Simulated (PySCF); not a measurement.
## A small calculation by hand: chemical shift, span and skew from a shielding tensor

CH8N2OSi2, SMILES N[Si@]1(O)CN[SiH2]1. Atoms are numbered in the order given.

```xyz
14

N      1.8961    -0.9229     0.6265
Si     0.7120     0.1189    -0.0549
O      1.5468     1.2450    -0.9739
C     -0.5614     0.9444     1.1404
N     -1.7422     0.2149     0.6503
Si    -1.3313    -0.8669    -0.6614
H      1.8784    -1.9193     0.4428
H      2.8337    -0.5894     0.8291
H      1.0653     2.0514    -1.1941
H     -0.6451     2.0443     1.0220
H     -0.3340     0.7466     2.2059
H     -2.6294     0.3643     1.1206
H     -1.5922    -2.3245    -0.4090
H     -1.9905    -0.5704    -1.9769
```
Charge 0, spin multiplicity 1.

Coordinates come from a B3LYP-D3(BJ)/def2-SVP optimisation. The structure was generated by enumeration; whether it is a known compound was not checked. One conformer was computed; it need not be the lowest.

GIAO shieldings from B3LYP/pcSseg-1 (PySCF), non-relativistic, no solvent. The symmetric part of the tensor of C4 has the principal values 80.6, 120.4, 154.9 ppm. The same nucleus in TMS has σ = 181.3 ppm at this level (PySCF, at its B3LYP-D3(BJ)/def2-TZVP geometry).

**Question.** Work out the isotropic shielding, the ¹³C shift against TMS, the span and the skew.

**Answer.** 
σ(iso) = (σ11 + σ22 + σ33)/3 = 118.6 ppm. δ = σ(ref) − σ(iso) = 181.3 − (118.6) = 62.7 ppm.
Span Ω = σ33 − σ11 = 74.3 ppm. Skew κ = 3(σ(iso) − σ22)/Ω = -0.07. Tumbling in solution averages the tensor to δ; in a static solid the shielding alone would spread this spin-1/2 line over Ω.
